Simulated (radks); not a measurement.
The numbers below are computed, except where a source is named.
Effect of the nuclear size on neutral rubidium, [Kr] 5s1. Level of theory: Dirac Kohn-Sham, relativistic LDA (MacDonald-Vosko exchange, VWN5 correlation), spin-unpolarised, spherical densities, finite nucleus; Fermi nuclear charge, rms radius 4.2036 fm (a radial shooting solver on a logarithmic mesh with Libxc functionals). The rms radius is varied about that value; shifts are against it.

[
 {"rms radius (fm)": "3.7706", "total energy shift (eV)": "-0.140", "density at nucleus (e/bohr^3)": "5.488e+04", "1s1/2 shift (meV)": "-58.9", "2s1/2 shift (meV)": "-6.03", "3p1/2 shift (meV)": "0.098", "4s1/2 shift (meV)": "-0.114", "4p1/2 shift (meV)": "0.022"},
 {"rms radius (fm)": "3.9556", "total energy shift (eV)": "-0.0817", "density at nucleus (e/bohr^3)": "5.466e+04", "1s1/2 shift (meV)": "-34.5", "2s1/2 shift (meV)": "-3.52", "3p1/2 shift (meV)": "0.057", "4s1/2 shift (meV)": "-0.067", "4p1/2 shift (meV)": "0.013"},
 {"rms radius (fm)": "4.2036", "total energy shift (eV)": "0", "density at nucleus (e/bohr^3)": "5.438e+04", "1s1/2 shift (meV)": "0.000", "2s1/2 shift (meV)": "0.000", "3p1/2 shift (meV)": "0.000", "4s1/2 shift (meV)": "0.000", "4p1/2 shift (meV)": "0.000"},
 {"rms radius (fm)": "4.4936", "total energy shift (eV)": "0.101", "density at nucleus (e/bohr^3)": "5.408e+04", "1s1/2 shift (meV)": "42.7", "2s1/2 shift (meV)": "4.37", "3p1/2 shift (meV)": "-0.071", "4s1/2 shift (meV)": "0.083", "4p1/2 shift (meV)": "-0.016"},
 {"rms radius (fm)": "5.2377", "total energy shift (eV)": "0.389", "density at nucleus (e/bohr^3)": "5.338e+04", "1s1/2 shift (meV)": "164", "2s1/2 shift (meV)": "16.8", "3p1/2 shift (meV)": "-0.273", "4s1/2 shift (meV)": "0.318", "4p1/2 shift (meV)": "-0.060"}
]

Slopes of the eigenvalues against <r^2> in GHz/fm^2, as finite differences over the two radii next to the reference (eigenvalue slopes, not the field-shift constants of lines): 1s1/2 4110, 2s1/2 420, 3p1/2 -6.83, 4s1/2 7.95, 4p1/2 -1.51.
